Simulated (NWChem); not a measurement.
System: C3H4F2Si; SMILES [SiH2]1C(C=C1)(F)F

Here is an NWChem input.

```
start job
memory heap 200 mb stack 900 mb global 1100 mb
geometry units angstroms noautoz
  F     -0.181349    -1.456523     1.099039
  C     -0.005409    -0.652168     0.000000
  F     -0.181349    -1.456523    -1.099039
  C      1.328042     0.064101     0.000000
  C      1.042336     1.382988     0.000000
  Si    -0.814731     1.112896     0.000000
  H      2.298130    -0.436041     0.000000
  H      1.764557     2.192858     0.000000
  H     -1.575807     1.516214    -1.213726
  H     -1.575807     1.516214     1.213726
end
basis spherical
  F library pcseg-2
  C library pcseg-2
  Si library pcseg-2
  H library pcseg-2
end
dft
  xc b3lyp
  iterations 150
  semidirect filesize 400000000
  mulliken
end
task dft energy
```

Coordinates come from a B3LYP/6-31G* (spherical d) optimisation.

**Question.** What results follow from this input? (B3LYP/pcseg-2.) Quantities: basis functions; energy (Ha); highest occupied level (eV); orbital gap (eV); dipole (D).

**Answer.** 
```json
{
 "number_of_basis_functions": "240",
 "energy (Ha)": "-606.02",
 "highest occupied level (eV)": "-8.10",
 "orbital gap (eV)": "6.81",
 "dipole (D)": "2.66"
}
```
